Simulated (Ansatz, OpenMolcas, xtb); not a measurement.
# GeH2Cl2O (SMILES [OH][GeH]([Cl])[Cl]): methods side by side

GeH2Cl2O has 6 atoms, charge 0, and is taken as a singlet. As SMILES, `[OH][GeH]([Cl])[Cl]`. The coordinates come from a PBE0-D4/def2-TZVP relaxation. This is one conformer, not always the lowest.

Each level gives the HOMO–LUMO gap (eV). The values are calculated.

```
          level                    kind     program  value (eV)   CPU time
       GFN0-xTB          semi-empirical         xtb        6.21  under 2 s
     HF/cc-pVDZ            Hartree–Fock  OpenMolcas       15.89      9.8 s
  SVWN5/cc-pVDZ                     LDA  OpenMolcas        5.73       23 s
    PBE/cc-pVDZ                     GGA  OpenMolcas        5.85       33 s
  M06-L/cc-pVDZ                meta-GGA  OpenMolcas        6.63       45 s
   PBE0/cc-pVDZ           global hybrid      Ansatz        8.42      3.9 s
wB97M-V/cc-pVDZ  range-separated hybrid      Ansatz       12.81       27 s
 B2PLYP/cc-pVDZ           double hybrid      Ansatz       11.13      6.3 s
```

All-electron rows without a relativistic Hamiltonian named are non-relativistic. The values span 5.73 to 15.89 eV. Orbital gaps aren't excitation energies, and those of double hybrids come from the SCF part alone; they tend to grow with the share of exact exchange. Times are those of the runs behind each value, whatever else they computed, on shared processors of several kinds: orders of magnitude only.
